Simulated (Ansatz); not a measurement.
Ideal-gas functions of `N=CC[TeH]` at 600 K and 1 bar, from an Ansatz frequency run at PBE0-D4/def2-TZVP.

Molar mass 170.67 g/mol, point group C1 (symmetry number 1), electronic degeneracy 1, moments of inertia 30.211, 315.389, 326.159 u Å². Harmonic wavenumbers (cm⁻¹, unscaled): 66, 106, 239, 424, 546, 619, 795, 866, 1018, 1104, 1125, 1157, 1276, 1410, 1444, 1732, 2153, 3036, 3109, 3182, 3492.

Use S(trans) = R[1.5 ln M + 2.5 ln T − 1.1517]; rotational temperatures θ = 24.2544 K / I; S(rot) = R[ln(√π/σ · √(T³/θAθBθC)) + 1.5]; for each mode x = 1.438777 ν̃/T, S = R[x/(eˣ − 1) − ln(1 − e⁻ˣ)] and H = RT x/(eˣ − 1); 1 cm⁻¹ = 0.0119627 kJ/mol; R = 8.31446 J/(mol·K).

Question: By hand: the entropy, in J/(mol·K).

Answer: Translation 187.5. Rotation: θ = 0.8028, 0.0769, 0.0744 K, giving 119.4. Vibration, mode by mode: 23.65, 19.73, 13.06, 8.53, 6.64, 5.75, 4.10, 3.59, 2.69, 2.29, 2.20, 2.07, 1.65, 1.28, 1.20, 0.68, 0.29, 0.05, 0.04, 0.03, 0.02, in all 99.5. Electronic 0.0. Sum 406.4 J/(mol·K).

Question: By hand: H − E and G − E in kJ/mol, counted from the electronic energy.

Answer: Zero-point energy ½ × 28899 × 0.0119627 = 172.9; thermal vibration 29.8; translation, rotation and pV give 4 RT = 20.0. H − E = 222.7 kJ/mol, and G − E = 222.7 − 600 × 406.4/1000 = -21.1 kJ/mol.

Vibration gives 24 % of the entropy, 43.4 J/(mol·K) of it from the modes under 150 cm⁻¹: soft modes count most, and the harmonic formula is weakest for them. The sum counts one conformer and one mirror image; others add a mixing term.
